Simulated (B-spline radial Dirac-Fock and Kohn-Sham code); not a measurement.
# Energy-loss ionisation edge M2 of Pm

System: neutral promethium, [Xe] 4f5 6s2. Model: the first Born approximation with generalised oscillator strengths from a Dirac-Hartree-Slater potential (longitudinal and transverse terms; continuum final states only, so no white lines or fine structure). Program: a radial atomic solver. The edge is taken at 1471.4 eV (tabulated value).

Partial cross sections σ(β, Δ) in barn, integrated over a window Δ above the edge and up to the collection semi-angle β, for parallel illumination:

```
E₀ (kV)  β (mrad)  Δ = 25 eV  Δ = 50 eV  Δ = 100 eV  Δ = 200 eV  Δ = 300 eV
     60         5       2.15       4.16        7.85        14.0        18.7
     60        10       7.31       14.2        26.9        48.2        65.1
     60        20       19.4       38.1        72.9         132         180
     80        20       20.7       40.8        78.2         142         195
     80        50       42.4       86.7         169         312         431
    100         5       3.44       6.66        12.6        22.4        30.2
    100        20          ?          ?           ?           ?           ?
    100        50       40.2       82.5         162         299         413
    120        10       10.9       21.2        40.4        73.3        99.9
    120        20       21.5       42.7        82.1         150         207
    200       100       38.9       82.3         164         310         435
    300         5       8.03       15.6        29.7        54.1        74.1
    300        20       21.9       44.0        85.5         158         219
    300       100       33.5       70.6         141         266         374
```

**Question.** Give the row for 100 kV and 20 mrad.

**Answer.** 21.3 b for 25 eV, 42.0 b for 50 eV, 80.7 b for 100 eV, 148 b for 200 eV, 203 b for 300 eV.

Values without a named source are computed, but for edge energies of neutral atoms, which are taken from tables.
